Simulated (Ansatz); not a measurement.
C2H6Bi (SMILES [CH3][Bi][CH3]), doublet, geometry from GFN2-xTB (such geometries of metal compounds can be far from the true shape) (the spin is typed, not shown lowest) (core potentials on Bi); B3LYP/def2-SVP (Ansatz, a program for electronic structure).

The Ansatz input:
Ansatz 0.2 input:
```yaml
crystal:
  periodic: [false, false, false]
  atoms:
    - {symbol: Bi, position_ang: [0.18951034, -0.01120082, 0.22849228]}
    - {symbol: C, position_ang: [0.43930174, 0.24144710, -2.02292596]}
    - {symbol: H, position_ang: [1.09379276, -0.52558650, -2.41820207]}
    - {symbol: H, position_ang: [0.86211018, 1.21236792, -2.24977673]}
    - {symbol: H, position_ang: [-0.52983395, 0.15832871, -2.49392906]}
    - {symbol: C, position_ang: [-2.07710886, -0.14445632, 0.04802055]}
    - {symbol: H, position_ang: [-2.34362728, -0.98072930, -0.58528282]}
    - {symbol: H, position_ang: [-2.46230744, 0.76550277, -0.39350579]}
    - {symbol: H, position_ang: [-2.52264953, -0.28215982, 1.02526925]}
basis:
  gaussian:
    orbitals: def2-SVP
hamiltonian:
  xc: b3lyp
magnetization: {spin_polarized: true, initial_magnetization: 1}
scf: {lower_state_search: full}
```

Question: What does Ansatz print? Leave out banner, timings and long lists.

Answer: 
```
Functional definition: B3LYP
938 factors; integrals over basis functions are off by at most 1.2e-3 eV
mean field evaluation 1: about -7999.8749 eV, gradient 4.8e1 eV
mean field evaluation 2: about -8000.0456 eV, gradient 4.8e1 eV
mean field evaluation 4: about -8011.9153 eV, gradient 6.0e0 eV
mean field evaluation 8: about -8012.1945 eV, gradient 3.6e-1 eV
mean field evaluation 16: about -8012.1953 eV, gradient 2.6e-4 eV
mean field evaluation 32: about -7993.3563 eV, gradient 2.8e1 eV
mean field evaluation 64: about -8012.1953 eV, gradient 1.6e-3 eV
mean field evaluation 96: about -8012.1950 eV, gradient 1.6e-1 eV
mean field -8012.19528434 eV, -294.4427458385 hartree, gradient 8.0e-5 eV, S^2 0.752312; 5 other end points of the search recorded, 0 dependent functions left out
reference -8012.19550982 eV, -294.4427541247 hartree; 21, 20 occupied and 63, 64 virtual orbitals, 938 factors
Total energy: -8012.19550982 eV, -294.4427541247 hartree
```
